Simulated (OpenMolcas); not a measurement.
**Co V: effect of the level shift or regulariser**

```json
{"Program": "OpenMolcas", "Basis": "ANO-R1 [5s3p2d1f]", "Scalar Hamiltonian": "X2C, finite nucleus", "Active space": "5 electrons in 5 orbitals (3d)", "State averaging": "2S+1 = 6 even, 1 root; 2S+1 = 4 even, 24 roots; 2S+1 = 2 even, 75 roots", "Spin-orbit coupling": "RASSI with atomic mean-field integrals over the reference wave functions, term energies averaged over their components"}
```

Methods on the same reference wave functions:
A. CASSCF
B. MS-CASPT2, IPEA 0.25 Eh, imaginary shift 0.1 Eh (closed shells correlated: 3s 3p)
C. MS-CASPT2, IPEA 0.25 Eh, imaginary shift 0.3 Eh (closed shells correlated: 3s 3p)

Energies in eV above 3d5 6S 5/2, the measured ground level; measured values from Sugar and Corliss, J. Phys. Chem. Ref. Data 10, 1097 (1981).

```csv
Level,A,B,C,Measured
3d5 6S 5/2,0.0000,0.0000,0.0000,0.0000
3d5 4G 5/2,5.2591,4.989,4.989,
3d5 4G 7/2,5.2647,4.995,4.995,
3d5 4G 11/2,5.2661,4.998,4.998,4.6144
3d5 4G 9/2,5.2680,4.999,4.999,
3d5 4P 5/2,6.0434,5.434,5.434,5.0528
3d5 4P 3/2,6.0590,5.449,5.449,5.0698
3d5 4P 1/2,6.0777,5.466,5.466,5.0863
3d5 4D 7/2,6.5363,5.980,5.980,5.5432
3d5 4D 1/2,6.5542,5.997,5.997,5.5678
3d5 4D 3/2,6.5687,6.009,6.009,
3d5 4D 5/2,6.5720,6.012,6.012,
3d5 2I 11/2,7.4935,7.291,7.291,
3d5 2I 13/2,7.5069,7.307,7.307,
3d5 2D 5/2(1) [66 %],8.3884,7.627,7.627,7.0773
3d5 2D 3/2(1),8.5000,7.725,7.725,7.1692
3d5 2F 7/2(1),8.6805,7.963,7.963,7.3715
3d5 4F 9/2,8.8021,8.149,8.149,7.5420
3d5 4F 7/2,8.8151,8.160,8.160,7.5598
3d5 4F 3/2,8.8537,8.191,8.191,
3d5 2H 9/2,9.1915,8.679,8.679,8.0270
3d5 2H 11/2,9.2430,8.751,8.751,8.0942
3d5 2G 7/2(1),9.5057,8.885,8.885,8.2113
3d5 2G 9/2(1),9.5496,8.946,8.946,8.2772
```

Deviations, from unrounded energies. A percentage is the sum of absolute deviations over the sum of measured energies, with the sign that they share, or ± where signs differ.

```csv
Against measurement,Levels,A,B,C
mean absolute deviation (cm-1),15,9100,4300,4300
other terms of the ground configuration (%),15,+16.9,+7.9,+7.9
```

B, C lie about equally close to measurement and A furthest from it. The largest miss of B in the table is 3d5 2G 7/2(1), by +5400 cm-1. The ranking rests on the paired levels alone, and a cruder setting can come out closer through cancelling errors.

Between B and C no level of the table moves by more than 5 cm-1.

The two smallest mean deviations differ by little beside CASPT2's spread within terms, so their order carries little weight.

From A to B the spin-free energies of the other terms of 3d5 shown, above 6S, scale by factors of 0.90 to 0.97.

The lowest spin-free term lies below A's lowest term by 0.217 hartree in B, 0.217 hartree in C.

Term energies are means over components that CASPT2 splits; among the terms shown or strongly mixed into the levels shown the widest spread is 500 cm-1 (3d5 4F, B). The basis is small and was not contracted for so high a charge. Without dynamic correlation excited terms often stand tens of per cent too high (terms of higher spin than the ground term too low), and those without a measured partner can miss by more than the paired ones (holds for A). Some levels mix across a computed gap that differs much from the measured one, so their mixing is not that of the real levels (holds for A). Blocks of more than 70 roots (2S+1 = 2 even) ran without multistate coupling (holds for B; C). Measured partners are found by configuration, term and J. A level has none where our copy of the source lacks it or the pairing is in doubt (some pairs that miss far off the trend of their configuration count as doubtful), and it then counts in no deviation. Levels of configurations outside the active space are missing. Levels that lie high or do not pair safely by name in every column are left out.

A share in square brackets marks a mixed level and gives the weight of the term that names it, the lowest over the columns. A number in round brackets counts repeated terms of one configuration in the order of the reference energies.
